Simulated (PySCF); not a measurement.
# How the method changes the constants of SiSn

State: ³Σ⁻ (triplet), unpaired electrons π ↑↑. Set-up: basis Si cc-pV(D+d)Z, Sn cc-pVDZ-PP with ECP28; scalar-relativistic core potentials; PySCF 2.14. De refers to Si + Sn in their high-spin ground configurations, without counterpoise correction. The functionals are run spin-unrestricted. A positive dipole means Si(−)Sn(+).

| Level | Re (Å) | ωe (cm⁻¹) | De (eV) | μ (D) |
| --- | --- | --- | --- | --- |
| UHF | 2.485 | 392 | 1.10 | 1.00 |
| UHF-MP2 | 2.536 | 347 | 2.19 | n/a |
| UHF-SCS-MP2 | 2.525 | 356 | 1.99 | n/a |
| UHF-CCSD | 2.536 | 351 | 2.03 | n/a |
| UHF-CCSD(T) | 2.553 | 338 | 2.19 | n/a |
| PBE | 2.564 | 326 | 2.95 | 0.99 |
| revPBE | 2.573 | 323 | 2.77 | 1.07 |
| BLYP | 2.593 | 310 | 2.79 | 0.83 |
| r²SCAN | 2.532 | 344 | 2.77 | 0.97 |
| PBE0 | 2.522 | 353 | 2.71 | 1.02 |
| r²SCAN0 | 2.505 | 363 | 2.58 | 0.94 |
| CAM-B3LYP | 2.499 | 367 | 2.47 | 0.84 |

Problem. Which functional lies closest to UHF-CCSD(T) in De, which farthest, and by how much do they differ from it?

Solution. Closest is CAM-B3LYP (-5.4 pm in Re, +8.6 % in ωe, +0.28 eV in De against UHF-CCSD(T) in the same basis), farthest PBE (+1.1 pm in Re, -3.6 % in ωe, +0.76 eV in De). CCSD(T) converges more slowly with the basis than the functionals do and binds too weakly in this one, so the order can change at the basis-set limit.

Problem. What does a quarter of exact exchange do here, going from PBE to PBE0?

Solution. PBE0 less PBE: -4.2 pm in Re, +8.3 % in ωe, -0.24 eV in De. Exact exchange removes part of the self-interaction that spreads semilocal densities, and in most molecules shortens and stiffens the bond and lowers De; so it does here.

Problem. What does the step from GGA to meta-GGA do here, going from PBE to r²SCAN?

Solution. r²SCAN less PBE: -3.2 pm in Re, +5.5 % in ωe, -0.18 eV in De. 

Correlated steps freeze 9 core orbitals. Correlated levels converge slowly with the basis: in double zeta they bind strong bonds too weakly, by up to about 1 eV, and carry superposition errors of some tenths. Spin–orbit coupling is left out, which matters for elements this heavy, above all for dissociation energies. The state is the lowest determinant that a PBE0 search found; another state may lie lower at other levels.
